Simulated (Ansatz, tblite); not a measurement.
Removing and adding an electron: HgCl2. The state is a singlet with charge 0. Geometry: PBE0-D4/def2-TZVP. Ansatz, gas phase; energy differences of separate SCF runs; the oxidised species was run as a doublet alone; the reduced species was run as a doublet alone.

| atom | x (Å) | y (Å) | z (Å) |
| --- | --- | --- | --- |
| Hg1 | -0.001 | 0.000 | 0.000 |
| Cl2 | 0.387 | -0.552 | -2.154 |
| Cl3 | -0.386 | 0.552 | 2.154 |

In the def2 sets Hg takes a core potential; there is no spin–orbit coupling. The xTB rows come from tblite. Correlated methods freeze 10 core orbitals; core or outer-core shells of Hg are correlated, in sets that lack core-valence functions. In CCSD on the charge 1 doublet the largest single amplitude is 0.24, so its Hartree–Fock determinant may place the open shell otherwise than the density functionals do. HOMO above LUMO, or a gap near zero within one spin, warns that the state may not be the lowest or that an electron is smeared out. The structure comes from a short search, and lower isomers may exist.

```
              level  −HOMO (eV)  vertical IE (eV)  −LUMO (eV)  vertical EA (eV)  HOMO–LUMO gap (eV)  IE − EA (eV)                       remarks
           GFN2-xTB       12.38             15.43        8.06              5.13                4.31         10.31                             –
      HF/def2-TZVPP           –             10.47           –                 –                   –             –                             –
r2SCAN-D4/def2-TZVP        7.87             10.83        3.07                 –                4.80             –                             –
 PBE0-D4/def2-TZVPD        8.95                 –        2.34              0.49                6.61             –  HOMO above zero (-1 doublet)
     MP2/def2-TZVPP           –             11.67           –                 –                   –             –                             –
 CCSD(T)/def2-TZVPP           –             11.38           –                 –                   –             –                             –
```

Problem. Estimate the rows for GFN1-xTB, PBE-D4/def2-TZVP, PBE-D4/def2-TZVPD, r2SCAN-D4/def2-TZVPD, PBE0-D4/def2-TZVP, CCSD/def2-TZVPP.

Solution. 
| level | −HOMO (eV) | vertical IE (eV) | −LUMO (eV) | vertical EA (eV) | HOMO–LUMO gap (eV) | IE − EA (eV) | remarks |
| --- | --- | --- | --- | --- | --- | --- | --- |
| GFN1-xTB | 13.34 | 15.84 | 8.01 | 5.27 | 5.33 | 10.58 | – |
| PBE-D4/def2-TZVP | 7.53 | 10.62 | 3.22 | – | 4.32 | – | gap within one spin near zero (+1 doublet) |
| PBE-D4/def2-TZVPD | 7.59 | – | 3.28 | 0.59 | 4.31 | – | HOMO above zero (-1 doublet) |
| r2SCAN-D4/def2-TZVPD | 7.90 | – | 3.10 | 0.52 | 4.79 | – | HOMO above zero (-1 doublet) |
| PBE0-D4/def2-TZVP | 8.91 | 11.07 | 2.28 | – | 6.63 | – | – |
| CCSD/def2-TZVPP | – | 11.38 | – | – | – | – | – |

   A HOMO above zero means that the electron is unbound at that level or that self-interaction error raises the level; the energy of removing that electron tells which. Raw xTB energy differences between charge states are shifted by several eV; the methods need an empirical correction for them.
